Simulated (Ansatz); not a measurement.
`N[C]1(F)[SiH2][GeH2]1`. The species carries charge 0 and has multiplicity 1.

```xyz
11

N     0.8458   -0.2773   -1.3492
C     0.4220    0.4253   -0.2193
F     1.0934    1.6313    0.0202
Si   -1.4619    0.3928    0.0837
Ge    0.0775   -0.7721    1.3720
H     0.6554    0.1901   -2.2264
H     1.8052   -0.5948   -1.3121
H    -2.0230    1.6213    0.6952
H    -2.3213   -0.1848   -0.9783
H     0.4470   -0.1922    2.7392
H     0.4598   -2.2396    1.1751
```

What are the harmonic wavenumbers in cm⁻¹ at PBE0-D4/def2-TZVP (Ansatz, finite differences of forces, unscaled)? (Estimate.)

Ansatz gave: 149, 179, 254, 314, 338, 400, 406, 461, 528, 567, 594, 615, 627, 678, 724, 823, 899, 1015, 1223, 1272, 1663, 2161, 2185, 2226, 2255, 3520, 3609.

Is this a minimum?

Yes, all 27 modes are real.

Give the ideal-gas thermochemistry at 298.15 K and 1 bar (rigid rotor, harmonic oscillator; point group C1, symmetry number 1).

Zero-point energy 177.6 kJ/mol; H(298) − E = 199.6 kJ/mol; entropy 352.5 J/(mol·K), of which translation 171.5, rotation 116.3, vibration 64.7; G(298) − E = 94.5 kJ/mol.

And at 400, 500, 600, 800 and 1000 K?


| T (K) | H − E (kJ/mol) | S (J/mol/K) | G − E (kJ/mol) |
| --- | --- | --- | --- |
| 400 | 213.6 | 392.6 | 56.6 |
| 500 | 229.3 | 427.5 | 15.5 |
| 600 | 246.4 | 458.7 | -28.8 |
| 800 | 284.0 | 512.7 | -126.1 |
| 1000 | 324.9 | 558.2 | -233.3 |
